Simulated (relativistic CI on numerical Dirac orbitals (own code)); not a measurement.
**Ligand-field terms of d5**

Computed with a parametric ligand-field model of a d^n configuration (Racah B and C, spin-orbit zeta, crystal field), exact diagonalisation.

Field parameters in Wybourne normalisation: D3d B²₀ = −7Dσ, B⁴₀ = −14Dq − 21Dτ, B⁴₃ = −14√(10/7) Dq; Oh B⁴₀ = 21Dq, B⁴₄ = √(5/14) B⁴₀; Td as Oh with Dq negative (B⁴₀ = 21Dq, B⁴₄ = √(5/14) B⁴₀). The field is a parameter set, without covalency.

Q: Ground term and bands for B = 310, C = 1510, ζ = 0 cm⁻¹, D3d, 10Dq = 35350, Dσ = -1200, Dτ = 320 cm⁻¹?

A: Ground term 2A1 with 0.01 electrons in the two orbitals of the cubic e set. Spin-allowed: 2E 845 cm⁻¹, 2A2 34945 cm⁻¹ (286 nm), 2A2 35204 cm⁻¹ (284 nm), 2E 35379 cm⁻¹ (283 nm). Lowest spin-forbidden: 4A2 29706 cm⁻¹ (337 nm), 4E 30079 cm⁻¹ (332 nm), 4A1 31887 cm⁻¹ (314 nm).

Q: Ground term and bands for B = 1030, C = 5280, ζ = 0 cm⁻¹, Td, 10Dq = -4050 cm⁻¹?

A: Ground term 6A1 with 2.00 electrons in the two orbitals of the cubic e set. Spin-allowed: none. Lowest spin-forbidden: 4T1 35117 cm⁻¹ (285 nm), 4T2 36380 cm⁻¹ (275 nm), 4A1+E 36700 cm⁻¹ (272 nm). A high-spin d5 ion has no spin-allowed d-d band, hence its pale colour.

Q: Ground term and bands for B = 360, C = 1810, ζ = 0 cm⁻¹, Oh, 10Dq = 5500 cm⁻¹?

A: Ground term 6A1 with 2.00 electrons in the two orbitals of the cubic e set. Spin-allowed: none. Lowest spin-forbidden: 4T1 8520 cm⁻¹ (1174 nm), 4T2 10576 cm⁻¹ (946 nm), 2T2 10767 cm⁻¹ (929 nm). A high-spin d5 ion has no spin-allowed d-d band, hence its pale colour.

Q: Ground term and bands for B = 440, C = 1660, ζ = 0 cm⁻¹, Td, 10Dq = -8800 cm⁻¹?

A: Ground term 6A1 with 2.00 electrons in the two orbitals of the cubic e set. Spin-allowed: none. Lowest spin-forbidden: 2T2 4087 cm⁻¹ (2447 nm), 4T1 5210 cm⁻¹ (1920 nm), 4T2 8167 cm⁻¹ (1224 nm). A high-spin d5 ion has no spin-allowed d-d band, hence its pale colour.

Q: Ground term and bands for B = 540, C = 2460, ζ = 0 cm⁻¹, D3d, 10Dq = 29100, Dσ = -1200, Dτ = -120 cm⁻¹?

A: Ground term 2A1 with 0.02 electrons in the two orbitals of the cubic e set. Spin-allowed: 2E 3585 cm⁻¹ (2790 nm), 2A2 26818 cm⁻¹ (373 nm), 2E 26869 cm⁻¹ (372 nm), 2A2 27643 cm⁻¹ (362 nm). Lowest spin-forbidden: 4A2 18166 cm⁻¹ (550 nm), 4E 19241 cm⁻¹ (520 nm), 4A1 22001 cm⁻¹ (455 nm).
